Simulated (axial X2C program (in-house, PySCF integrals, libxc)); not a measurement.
CsBr⁺: from the spin-free to the two-component result

Computed with an in-house all-electron X2C program for linear molecules (integrals from PySCF). Spin-free means the one-electron spin-free X2C Hamiltonian; two-component (2c) means X2C with spin–orbit coupling and atomic mean-field two-electron Coulomb and Gaunt terms, so the difference of the two also holds small scalar two-electron terms. Basis: Cs dyall-cv3z [15s15p9d4f1g], Br dyall-cv3z [8s9p6d4f1g] (cores contracted in-house); Gaussian nuclei, density fitting, unrestricted open shells. Masses: Cs 132.905 u, Br 78.918 u.

Spin-free state: M_S = 1/2, Λ = 1 (beyond evenly filled blocks: π+α, π+β, π-α); fragments Cs+ + Br.

```
  level  Re (Å)  ωe (cm⁻¹)  De (eV)  μ (D)
   PBE0   3.767       50.6    0.113  -5.50
     HF   4.009       39.8      n/a  -6.21
    MP2   3.775       52.9    0.166    n/a
   CCSD   3.817       50.4    0.156    n/a
CCSD(T)   3.799       51.5    0.151    n/a
    LDA   3.557       68.6    0.253  -4.88
```

Correlated methods: 15 electrons correlated (number of frozen shells: Cs 4 s, 3 p, 2 d; Br 3 s, 2 p, 1 d), 311 virtual spin orbitals or spinors in MP2, 90 natural virtuals in coupled cluster.

Dipoles are positive if Br is the positive end and refer to the centre of mass.

Q: Within this multiplet, which Ω should lie lowest by the rule for regular and inverted multiplets?

A: The open π shell holds three electrons, one hole, so the multiplet is inverted: Ω = Λ + 1/2 = 3/2. The PBE0 2c search agrees.

Two-component determinant lowest at the distance of the search:

Ω = 3/2 (⟨Sz⟩ = 0.50, ⟨Lz⟩ = 1.00 at HF); fragments Cs+ + Br.

```json
{"level": "PBE0", "Re (Å)": "3.765", "ωe (cm⁻¹)": "50.8", "De (eV)": "0.167", "μ (D)": "-5.48"}
{"level": "HF", "Re (Å)": "4.008", "ωe (cm⁻¹)": "40.0", "De (eV)": "n/a", "μ (D)": "-6.21"}
{"level": "MP2", "Re (Å)": "3.774", "ωe (cm⁻¹)": "53.0", "De (eV)": "0.172", "μ (D)": "n/a"}
{"level": "CCSD", "Re (Å)": "3.816", "ωe (cm⁻¹)": "50.5", "De (eV)": "0.159", "μ (D)": "n/a"}
{"level": "CCSD(T)", "Re (Å)": "3.799", "ωe (cm⁻¹)": "51.6", "De (eV)": "0.156", "μ (D)": "n/a"}
{"level": "LDA", "Re (Å)": "3.555", "ωe (cm⁻¹)": "68.7", "De (eV)": "0.256", "μ (D)": "-4.86"}
```

Q: From the two tables, how do the constants change at the CCSD(T) level (2c against spin-free)?

A: At the CCSD(T) level Re is unchanged within 0.001 Å and ωe is unchanged to within 0.2 cm⁻¹; De changes by 0.005 eV.

The state is one determinant whose occupation by symmetry is held fixed; it was picked as the lowest of a PBE0 search that is not exhaustive. Dissociation energies refer to the lowest single-determinant-based atoms at the same level and basis. Density functionals use the spin component along the axis (collinear). CCSD and (T) use frozen natural virtuals with an MP2 correction for the truncation; (T) itself is uncorrected, so its De runs slightly low. Other states lie close and PBE0, whose exact exchange favours high spin, may order them wrongly; the determinant shown need not be the ground state. The nearest other spin-free determinant of the search, M_S = 1/2, Λ = 0, lies 0.16 eV up at the distance of the search. Without a current term, density functionals place determinants with orbital angular momentum somewhat too high. The atomic limit has a lower orbital projection than the molecule and lies lower at mean-field level, so De may be about a tenth of an eV too small.
